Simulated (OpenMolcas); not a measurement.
**Os I: thermal populations, worked from levels**

| Property | Result |
| --- | --- |
| Program | OpenMolcas 26.06 |
| Basis | ANO-RCC-VTZP [8s7p5d3f2g1h] |
| Scalar Hamiltonian | DKH2, point nucleus |
| Active space | 6 electrons in 5 orbitals (5d) |
| State averaging | 2S+1 = 5 even, 5 roots; 2S+1 = 3 even, 45 roots; 2S+1 = 1 even, 50 roots (44 in the spin-orbit step) |
| Spin-orbit coupling | RASSI with atomic mean-field integrals over the reference wave functions, term energies averaged over their components |

Methods: CASSCF; MS-CASPT2, IPEA 0.25 Eh, imaginary shift 0.1 Eh (closed shells correlated: 5s 5p 6s). Measured levels: NIST Handbook of Basic Atomic Spectroscopic Data.

**Thermal populations.** Z = Σ (2J + 1) exp(-E/kT) with k = 0.695035 cm-1/K, over the levels below. No other level of either list lies under 5090 cm-1, which is above 7 kT at each temperature.

```json
{"Level": "5d6 6s2 5D4", "2J + 1": "9", "MS-CASPT2": "0.0", "measured": "0.0"}
{"Level": "5d6 6s2 5D2 [63 %]", "2J + 1": "5", "MS-CASPT2": "3940", "measured": "2740"}
{"Level": "5d6 6s2 5D3", "2J + 1": "7", "MS-CASPT2": "4360", "measured": "4159"}
```

| T (K) | Z, MS-CASPT2 | Z, measured levels | Ground level (%), MS-CASPT2 | Ground level (%), measured levels |
| --- | --- | --- | --- | --- |
| 1000 | 9.030 | 9.115 | 99.7 | 98.7 |

At 1000 K, kT = 695 cm-1, and the computed levels give Z = 9.000 + 0.017 + 0.013 = 9.030.

CASPT2 does not keep the components of a term degenerate, so their means are used; among the terms shown or strongly mixed into the levels shown the widest spread is 77 cm-1 (5d6 6s2 3P(1), MS-CASPT2). Some high roots are left out of the spin-orbit mixing, which shifts the levels that they would mix with. With the s shell closed, the reference lacks s² → p², s² → d² and s → d mixing, so excited terms can stand far too high and out of order, with CASPT2 too. Without dynamic correlation excited terms often stand tens of per cent too high (terms of higher spin than the ground term too low), and those without a measured partner can miss by more than the paired ones (holds for CASSCF). Measured partners are found by configuration, term and J. A level has none where our copy of the source lacks it or the pairing is in doubt (some pairs that miss far off the trend of their configuration count as doubtful), and it then counts in no deviation. Levels of configurations outside the active space are missing.

A share in square brackets marks a mixed level and gives the weight of the term that names it, the lowest over the columns. A number in round brackets counts repeated terms of one configuration in the order of the reference energies.
